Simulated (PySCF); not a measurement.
**Nuclear quadrupole coupling in `O=CC(=O)[SiH2][SiH2]O`**

Compound: C2H6O3Si2.
Cartesian coordinates in Å at the GFN2-xTB level; atoms count from 1:
```
atom  x, y, z in Å
O1     0.721    1.960    0.014
C2     1.628    1.159   -0.125
C3     1.506   -0.287    0.026
O4     2.074   -1.043    0.774
Si5    0.099   -0.927   -1.160
Si6   -1.824   -0.444    0.072
O7    -1.581    0.837    1.014
H8     2.581    1.464   -0.602
H9     0.284   -0.188   -2.417
H10    0.493   -2.313   -1.406
H11   -2.913   -0.181   -0.876
H12   -2.181   -1.525    0.986
H13   -0.891    1.490    0.822
```

Field gradients from the PBE0/pcSseg-1 density (PySCF, non-relativistic), principal values in atomic units, ordered |Vxx| ≤ |Vyy| ≤ |Vzz|:

```tsv
atom	Vxx	Vyy	Vzz
O1	0.6015	1.4108	-2.0123
O4	0.4827	1.7058	-2.1885
O7	-0.3126	-1.0439	1.3565
```

Task: Find the asymmetry η = (Vxx − Vyy)/Vzz and the couplings χ = eQV/h (234.96 MHz × Q in barn × V in au), with Q(17O) = −0.0256 b.

Result: 
```json
{"atom": "O1", "environment": "aldehyde oxygen", "nucleus": "17O", "η": "0.40", "χzz (MHz)": "12.10", "χxx (MHz)": "-3.62", "χyy (MHz)": "-8.49"}
{"atom": "O4", "environment": "carbonyl oxygen", "nucleus": "17O", "η": "0.56", "χzz (MHz)": "13.16", "χxx (MHz)": "-2.90", "χyy (MHz)": "-10.26"}
{"atom": "O7", "environment": "silanol oxygen", "nucleus": "17O", "η": "0.54", "χzz (MHz)": "-8.16", "χxx (MHz)": "1.88", "χyy (MHz)": "6.28"}
```

Task: What is Vzz at O4 in SI units (1 au = 9.71736 × 10²¹ V/m²)?

Result: -2.1885 au = -21.267 × 10²¹ V/m².

Task: What couplings would deuterons (Q(2H) = 0.00286 b) have in place of the hydrogens, at this geometry?

Result: 
```csv
atom,bonded to,bond length (Å),Vzz (au),η,χzz (kHz)
H8,C2,1.107,0.2667,0.03,179
H9,Si5,1.469,0.1587,0.05,107
H10,Si5,1.461,0.1650,0.01,111
H11,Si6,1.467,0.1562,0.02,105
H12,Si6,1.461,0.1614,0.02,108
H13,O7,0.969,0.4230,0.07,284
```

The structure is a single GFN2-xTB conformer in the gas phase; no vibrational or solvent corrections. GFN2-xTB bond lengths can be off by several hundredths of an ångström, more for odd bonds, and the gradients follow them. With a basis this small, the couplings can be 20 % off.
